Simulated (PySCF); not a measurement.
Induced dipoles and field energies

Compound: 3,5-dichloro-1,2,4-thiadiazole, C2Cl2N2S.
Cartesian coordinates in Å at the PBE0-D3(BJ)/def2-SVP level; atoms count from 1:
```xyz
7
C2Cl2N2S angstrom
Cl    -2.524   -0.551    0.834
C     -1.024   -0.054    0.189
N     -0.965    0.946   -0.646
S      0.624    1.153   -1.066
C      1.103   -0.167   -0.053
Cl     2.719   -0.664    0.099
N      0.104   -0.718    0.559
```

Level: CAM-B3LYP/def2-SVPD (PySCF); nuclei fixed, core orbitals frozen in the response. Permanent dipole (1.807, 0.565, -0.749) D (1 au = 2.5417 D). Static polarisability (au):

```
x   108.30   0.08  -9.06
y     0.08  69.75 -15.18
z    -9.06 -15.18  65.29
```

Only the terms in μ and α are kept: μ(F) = μ + αF and ΔE = −μ·F − ½ F·αF.

**Question.** A field of 0.002 au (0.103 V/Å) is applied along each axis in both senses. Find the induced dipole, the size of the total dipole and the two energy terms.

**Answer.** 
```
field along  induced x (D)  induced y (D)  induced z (D)  total size (D)  −μ·F (kJ/mol)  −½F·αF (kJ/mol)
         +x          0.551          0.000         -0.046           2.551         -3.733           -0.569
         −x         -0.551          0.000          0.046           1.546         +3.733           -0.569
         +y          0.000          0.355         -0.077           2.190         -1.167           -0.366
         −y          0.000         -0.355          0.077           1.939         +1.167           -0.366
         +z         -0.046         -0.077          0.332           1.874         +1.547           -0.343
         −z          0.046          0.077         -0.332           2.239         -1.547           -0.343
```

**Question.** For the field (0.0008, -0.0016, 0.0014) au, what is the induced dipole, and what angle does it make with the field?

**Answer.** αF = (0.188, -0.338, 0.276) D, at 3.2° to the field. The polarisability along this direction, F·αF/F², is 82.04 au, against a mean of 81.11 au.

**Question.** Which field along μ doubles the dipole in that direction (linear response)?

**Answer.** The polarisability along the dipole is 108.57 au, so F = 0.8010 au / 108.57 au = 0.0074 au = 0.38 V/Å; higher-order terms are ignored.

**Question.** What field makes μF equal to kT at 298 K?

**Answer.** kT = 0.9437 × 10⁻³ Eh, so F = 0.00118 au = 6.06 MV/cm.

**Question.** A unit point charge sits 10 Å away. Estimate the induction energy −αe²/2R⁴ with the mean polarisability, treating the molecule as a point.

**Answer.** R = 18.90 bohr, so the energy is −81.1/(2 × 18.90⁴) Eh = -0.835 kJ/mol. The charge–dipole term at its most favourable orientation, −μe/R², is -5.89 kJ/mol.

Isolated species at its PBE0-D3(BJ)/def2-SVP geometry, gas phase.
